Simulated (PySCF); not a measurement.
**Ga: ionisation energy**

Ga [Ar] 3d10 4s2 4p1 (2P) → Ga+ [Ar] 3d10 4s2 (1S), as a difference of total energies. Computed with PySCF 2.14 in def2-SVP, with the non-relativistic Hamiltonian (point nucleus). Correlated levels: valence: [Ar] 3d10 frozen. The calculations carry no spin-orbit coupling.

```csv
method,ionisation energy (eV),difference from reference (eV)
UHF,5.550,-0.381
BP86,6.122,+0.191
B3LYP,6.027,+0.096
MP2 (valence),5.683,-0.248
SCS-MP2 (valence),5.662,-0.269
CCSD (valence),5.738,-0.193
CCSD(T) (valence),5.753,-0.178
```

Reference: 5.931 eV (measured; NIST levels, between the centres of gravity of the two terms).

These non-relativistic numbers lack the scalar-relativistic shift.

Errors of the correlated levels include the incompleteness of this basis and the frozen core.
